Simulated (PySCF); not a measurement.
Run record: excited-state job, `C=C(C)/C=C(/F)BF`.

Computed with TDDFT wB97X-D/def2-SVPD, vertical, gas phase, core orbitals frozen in the response (PySCF 2.14.0, density-fitted response routines). Geometry: GFN2-xTB. The input is one job of a driver script: a line of settings, then coordinates in Å.

Command:
```bash
OMP_NUM_THREADS=1 python probes_run.py task.json out
```

Input:
```
{"job": {"kind": "uv", "xc": "wB97X-D", "basis": "def2-SVPD", "nstates": 8, "ntriplets": 3}, "charge": 0, "multiplicity": 1}
C     -1.583172    -1.533777     0.715918
C     -0.783449    -0.555794     0.272737
C     -1.270374     0.855714     0.193177
C      0.555717    -0.905984    -0.142270
C      1.604737    -0.139494    -0.511689
F      2.694000    -0.895348    -0.885582
B      1.941897     1.370248    -0.609604
F      1.152585     2.318375    -0.150829
H     -1.252746    -2.556195     0.787721
H     -2.591686    -1.335624     1.035903
H     -2.341137     0.895560     0.375023
H     -1.061154     1.279000    -0.786320
H     -0.770249     1.472140     0.936138
H      0.739949    -1.975746    -0.174134
H      2.960668     1.714915    -1.078102
```

Task: What does the run print?

Result: 
```
coarse grid: 13032 points
cycle   1  E = -418.7225318448  dE =  1.111e+00  |g| = 6.285e-01  |ddm| = 7.843e+00
cycle   2  E = -418.7160567748  dE =  6.475e-03  |g| = 7.320e-01  |ddm| = 1.800e+00
cycle   3  E = -418.8028327841  dE = -8.678e-02  |g| = 4.943e-02  |ddm| = 8.405e-01
cycle   4  E = -418.8034588507  dE = -6.261e-04  |g| = 1.866e-02  |ddm| = 2.093e-01
cycle   5  E = -418.8035575538  dE = -9.870e-05  |g| = 6.176e-03  |ddm| = 7.553e-02
cycle   6  E = -418.8035681093  dE = -1.056e-05  |g| = 2.038e-03  |ddm| = 1.810e-02
cycle   7  E = -418.8035694840  dE = -1.375e-06  |g| = 8.076e-04  |ddm| = 7.720e-03
final grid: 128064 points
cycle   8  E = -418.8625187263  dE = -1.231e-04  |g| = 7.053e-03  |ddm| = 2.802e-01
cycle   9  E = -418.8625197449  dE = -1.019e-06  |g| = 7.818e-03  |ddm| = 4.003e-02
cycle  10  E = -418.8625290057  dE = -9.261e-06  |g| = 5.754e-04  |ddm| = 8.924e-03
cycle  11  E = -418.8625291154  dE = -1.097e-07  |g| = 3.800e-04  |ddm| = 3.824e-03
cycle  12  E = -418.8625291538  dE = -3.837e-08  |g| = 8.199e-05  |ddm| = 1.267e-03
cycle  13  E = -418.8625291564  dE = -2.632e-09  |g| = 4.080e-05  |ddm| = 3.234e-04
cycle  14  E = -418.8625291571  dE = -7.140e-10  |g| = 1.129e-05  |ddm| = 1.551e-04
converged SCF energy = -418.8625291571

Static polarisability (au): isotropic 82.504, principal 50.937 71.859 124.716

Singlet excitations
state   eV       nm        f      main configurations
  1   4.6090    269.0   0.49040   H->L 0.97
  2   5.7682    214.9   0.00281   H-2->L 0.94
  3   6.4000    193.7   0.00142   H-1->L 0.95
  4   6.8878    180.0   0.13518   H->L+2 0.87
  5   6.9164    179.3   0.00127   H->L+1 0.67, H->L+3 0.13
  6   6.9574    178.2   0.00073   H-3->L 0.85
  7   7.3038    169.8   0.00367   H-4->L 0.79, H-5->L 0.09
  8   7.5947    163.3   0.02259   H->L+5 0.62, H->L+3 0.12

Triplet excitations (Tamm-Dancoff, eV): 2.5937 4.4983 5.3348
```

The SCF starts on a coarse grid where the log names one; the energy can jump when the final grid takes over, and dE then counts from the start density on the new grid. H and L stand for HOMO and LUMO; the number after each pair is its weight.

Task: How does the lowest singlet excitation compare with the HOMO–LUMO gap?

Result: HOMO -8.78 eV and LUMO -0.60 eV give a gap of 8.18 eV; S1 at 4.61 eV lies 3.57 eV below it.

Main results: HOMO -8.78 eV, LUMO -0.60 eV; lowest singlet 4.61 eV; lowest triplet 2.59 eV (Tamm–Dancoff); mean polarisability 82.5 au.

Hardware: one thread of an Intel Xeon at 2.50 GHz, no GPU, shared host. Cost: 1.9 min wall, 1.7 min CPU, 0.92 GiB resident at most.

One conformer stands for the species.
Labels such as C1 count atoms from 1, the log's own numbers from 0.

Note: wB97X-D ran without an empirical dispersion term, which enters the total energy and its gradient alone.
